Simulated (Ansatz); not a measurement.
Total energies of `CNB(NC)NC`.

```xyz
19

C     2.170   -0.435   -1.250
N     0.758   -0.612   -1.044
B     0.005   -0.031    0.021
N    -1.411   -0.208    0.073
C    -2.191   -0.920   -0.902
N     0.661    0.771    1.004
C     0.002    1.474    2.071
H     2.454    0.601   -1.045
H     2.440   -0.636   -2.290
H     2.795   -1.084   -0.618
H     0.346   -1.351   -1.585
H    -1.895   -0.006    0.929
H    -2.173   -2.012   -0.773
H    -3.238   -0.605   -0.868
H    -1.828   -0.698   -1.909
H     1.657    0.702    1.102
H     0.623    2.293    2.440
H    -0.928    1.921    1.709
H    -0.248    0.837    2.934
```

The species carries charge 0 and has multiplicity 1. The geometry is a stationary point of PBE0-D4/def2-TZVP. It is one conformer, not always the lowest. Basis def2-TZVPP, Ansatz.

RPA on PBE orbitals: Hartree–Fock energy of these orbitals -308.77677 Eh, correlation -2.07005 Eh (frozen core).

```json
{"functional": "LDA (SPW92)", "energy without D4 (Eh)": "-308.10312", "D4 term (kJ/mol)": "–"}
{"functional": "PBE", "energy without D4 (Eh)": "-310.45368", "D4 term (kJ/mol)": "-37.2"}
{"functional": "revPBE", "energy without D4 (Eh)": "-310.76404", "D4 term (kJ/mol)": "-125.6"}
{"functional": "BLYP", "energy without D4 (Eh)": "-310.72394", "D4 term (kJ/mol)": "-81.8"}
{"functional": "r2SCAN", "energy without D4 (Eh)": "-310.68299", "D4 term (kJ/mol)": "-10.3"}
{"functional": "B97M-V", "energy without D4 (Eh)": "-310.85488", "D4 term (kJ/mol)": "–"}
{"functional": "PBE0", "energy without D4 (Eh)": "-310.49573", "D4 term (kJ/mol)": "-31.5"}
{"functional": "B3LYP", "energy without D4 (Eh)": "-310.88767", "D4 term (kJ/mol)": "-58.5"}
{"functional": "r2SCANh", "energy without D4 (Eh)": "-310.67091", "D4 term (kJ/mol)": "-10.7"}
{"functional": "r2SCAN0", "energy without D4 (Eh)": "-310.65416", "D4 term (kJ/mol)": "-11.7"}
{"functional": "HSE06 (plane-wave form)", "energy without D4 (Eh)": "-310.47767", "D4 term (kJ/mol)": "-29.1"}
{"functional": "BHLYP", "energy without D4 (Eh)": "-310.68661", "D4 term (kJ/mol)": "-40.4"}
{"functional": "CAM-B3LYP", "energy without D4 (Eh)": "-310.71528", "D4 term (kJ/mol)": "-31.4"}
{"functional": "LC-ωPBE", "energy without D4 (Eh)": "-310.68109", "D4 term (kJ/mol)": "–"}
{"functional": "ωB97X-V", "energy without D4 (Eh)": "-310.78058", "D4 term (kJ/mol)": "–"}
{"functional": "ωB97M-V", "energy without D4 (Eh)": "-310.72289", "D4 term (kJ/mol)": "–"}
{"functional": "B2PLYP", "energy without D4 (Eh)": "-310.59818", "D4 term (kJ/mol)": "–"}
{"functional": "PBE-QIDH", "energy without D4 (Eh)": "-310.45525", "D4 term (kJ/mol)": "–"}
```

B3LYP takes the VWN-RPA correlation (the form of Gaussian; ORCA's B3LYP/G). HSE06 is the plane-wave form, built on full-range PBE exchange. The double hybrids freeze the cores in their second-order part.

LC-ωPBE has ω = 0.4 bohr⁻¹.
